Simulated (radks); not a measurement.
Task: Species: Dy4+. Configuration: [Xe] 4f8 (the NIST ground configuration). All-electron calculation, scalar-relativistic Kohn-Sham, MS2 meta-GGA, spin-polarised, spherical densities, finite nucleus; open shells are filled with parallel spins first (spin-orbit coupling, left out, can overturn this in heavy ions); meta-GGA in the generalised Kohn-Sham scheme; Fermi nuclear charge, rms radius 5.2218 fm. Program: a radial shooting solver on a logarithmic mesh with Libxc functionals. Some entries of the table are withheld. Estimate them.

| orbital | occ. | eigenvalue (eV) | <r> (bohr) |
|---|---|---|---|
| 1s up | 1 | -53747.90 | 0.02111 |
| 1s down | 1 | -53747.90 | 0.02111 |
| 2s up | 1 | -9003.622 | 0.08972 |
| 2s down | 1 | -9003.528 | 0.08971 |
| 2p up | 3 | -7989.029 | 0.07946 |
| 2p down | 3 | -7988.950 | 0.07946 |
| 3s up | 1 | -2053.859 | 0.2343 |
| 3s down | 1 | -2052.034 | 0.2340 |
| 3p up | 3 | -1741.150 | 0.2334 |
| 3p down | 3 | -1739.019 | 0.2331 |
| 3d up | 5 | -1340.245 | 0.2124 |
| 3d down | 5 | -1338.235 | 0.2121 |
| 4s up | 1 | -454.5610 | 0.5282 |
| 4s down | 1 | -449.1600 | 0.5283 |
| 4p up | 3 | -351.1090 | 0.5589 |
| 4p down | 3 | -345.5283 | 0.5592 |
| 4d up | 5 | -210.3677 | 0.6040 |
| 4d down | 5 | -204.3778 | 0.6054 |
| 5s up | 1 | -96.4320 | 1.242 |
| 5s down | 1 | -94.3217 | 1.264 |
| 5p up | 3 | -70.2788 | (1) |
| 5p down | 3 | -68.7510 | (2) |
| 4f up | 7 | -57.0721 | 0.7544 |
| 4f down | 1 | -51.0796 | 0.7774 |
| 5d up | 0 | -38.1000 | 1.884 |
| 5d down | 0 | -36.7296 | 1.921 |
| 6s up | 0 | (3) | 2.766 |
| 6s down | 0 | (4) | 2.861 |

Result: 
(1) 5p up <r> (bohr): 1.416
(2) 5p down <r> (bohr): 1.437
(3) 6s up eigenvalue (eV): -32.5572
(4) 6s down eigenvalue (eV): -31.3581
